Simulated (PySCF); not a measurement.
Potential energy of SbN along the bond

Set-up: PySCF, scalar-relativistic core potentials, basis sets Sb def2-TZVPPD with ECP28, N def2-TZVPPD. Energies in eV from Sb + N in their ground configurations at the same level. State: ¹Σ⁺ (singlet), closed shell.

All columns are PBE. A positive dipole means Sb(−)N(+).

```json
{"R (Å)": "1.553", "E (eV)": "-1.789", "μ (D)": "-3.22", "Mulliken charge on Sb (basis-dependent)": "0.57", "HOMO (eV)": "-6.19", "LUMO (eV)": "-2.89", "Mayer bond order": "2.91", "⟨S²⟩": "0.00"}
{"R (Å)": "1.625", "E (eV)": "-3.047", "μ (D)": "-3.35", "Mulliken charge on Sb (basis-dependent)": "0.53", "HOMO (eV)": "-6.37", "LUMO (eV)": "-3.07", "Mayer bond order": "2.91", "⟨S²⟩": "0.00"}
{"R (Å)": "1.698", "E (eV)": "-3.778", "μ (D)": "-3.44", "Mulliken charge on Sb (basis-dependent)": "0.50", "HOMO (eV)": "-6.51", "LUMO (eV)": "-3.26", "Mayer bond order": "2.90", "⟨S²⟩": "0.00"}
{"R (Å)": "1.752", "E (eV)": "-4.071", "μ (D)": "-3.50", "Mulliken charge on Sb (basis-dependent)": "0.49", "HOMO (eV)": "-6.59", "LUMO (eV)": "-3.39", "Mayer bond order": "2.90", "⟨S²⟩": "0.00"}
{"R (Å)": "1.806", "E (eV)": "-4.199", "μ (D)": "-3.55", "Mulliken charge on Sb (basis-dependent)": "0.47", "HOMO (eV)": "-6.66", "LUMO (eV)": "-3.53", "Mayer bond order": "2.90", "⟨S²⟩": "0.00"}
{"R (Å)": "1.860", "E (eV)": "-4.200", "μ (D)": "-3.59", "Mulliken charge on Sb (basis-dependent)": "0.46", "HOMO (eV)": "-6.72", "LUMO (eV)": "-3.66", "Mayer bond order": "2.90", "⟨S²⟩": "0.00"}
{"R (Å)": "1.932", "E (eV)": "-4.056", "μ (D)": "-3.64", "Mulliken charge on Sb (basis-dependent)": "0.44", "HOMO (eV)": "-6.67", "LUMO (eV)": "-3.82", "Mayer bond order": "2.90", "⟨S²⟩": "0.00"}
{"R (Å)": "2.023", "E (eV)": "-3.715", "μ (D)": "-3.68", "Mulliken charge on Sb (basis-dependent)": "0.41", "HOMO (eV)": "-6.52", "LUMO (eV)": "-4.02", "Mayer bond order": "2.91", "⟨S²⟩": "0.00"}
{"R (Å)": "2.131", "E (eV)": "-3.167", "μ (D)": "-3.72", "Mulliken charge on Sb (basis-dependent)": "0.38", "HOMO (eV)": "-6.36", "LUMO (eV)": "-4.23", "Mayer bond order": "2.93", "⟨S²⟩": "0.00"}
{"R (Å)": "2.276", "E (eV)": "-2.335", "μ (D)": "-3.76", "Mulliken charge on Sb (basis-dependent)": "0.34", "HOMO (eV)": "-6.19", "LUMO (eV)": "-4.48", "Mayer bond order": "2.94", "⟨S²⟩": "0.00"}
```

A fit through these points gives, at Re = 1.833 Å, μ = -3.57 D and dμ/dR = -0.771 D/Å; the reduced mass is 12.55 u.

Question: How strong is the fundamental in the double-harmonic approximation, I = 42.26·(dμ/dR)²/μred km/mol?

Answer: I = 42.26·(-0.771)²/12.55 = 2.00 km/mol at PBE.

Spin–orbit coupling is left out, which matters for elements this heavy, above all for dissociation energies.
